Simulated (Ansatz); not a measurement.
`[BH2][GeH2][Cl]` + H–F → `[BH2][GeH2][F]` + HCl at 500 K and 1 bar (ligand exchange at a Ge–Cl bond).

Program: Ansatz. Geometries: PBE0-D4/def2-TZVP. ΔE: electronic, gas phase. CCSD(T)/CBS adds triple-zeta CCSD(T) − MP2 to the extrapolated MP2 energy (def2 sets, frozen cores). This one scheme is used for every species. For Ge outer-core shells are correlated without core-valence functions, which leaves a few kJ/mol of doubt a bond. Scalar relativity is left out up to krypton.

```tsv
species	CCSD(T)/CBS energy (Eh)	H − E (kJ/mol)	S (J/(mol·K))
`[BH2][GeH2][Cl]`	-2563.08808	132.7	365.9
H–F	-100.39570	39.4	188.7
`[BH2][GeH2][F]`	-2203.09407	133.7	350.3
HCl	-460.38127	32.5	201.9
```

H − E and S are ideal-gas, rigid-rotor, harmonic terms from PBE0-D4/def2-TZVP. 1 Eh = 2625.50 kJ/mol, R = 8.31446 J/(mol·K).

**Question.** By hand: ΔE, ΔH, ΔS and ΔG.

**Answer.** ΔE = (-2203.09407) + (-460.38127) − (-2563.08808) − (-100.39570) = 0.00844 Eh = 22.2 kJ/mol. Δ(H − E) = 133.7 + 32.5 − 132.7 − 39.4 = -5.9, so ΔH = 16.3 kJ/mol. ΔS = 350.3 + 201.9 − 365.9 − 188.7 = -2.4 J/(mol·K). ΔG = 16.3 − 500 × (-2.4)/1000 = 17.5 kJ/mol.

**Question.** By hand: the equilibrium constant, and the temperature at which ΔG would vanish if ΔH and ΔS stayed fixed.

**Answer.** log₁₀ K = −ΔG/(RT ln 10) = -1.8. ΔH and −TΔS have one sign here, so there is no such temperature.

The number of gas molecules stays the same, so ΔS is small and ΔH decides. A doubt of 5 kJ/mol in ΔE shifts log₁₀ K by 0.5 here. These are equilibria of isolated gas molecules and say nothing of rates. Largest T1 diagnostic: 0.012 (customary marks: 0.02 for closed shells, 0.045 for open ones).

ΔS is within the doubt of such terms, so its sign, and with it that verdict, could turn.
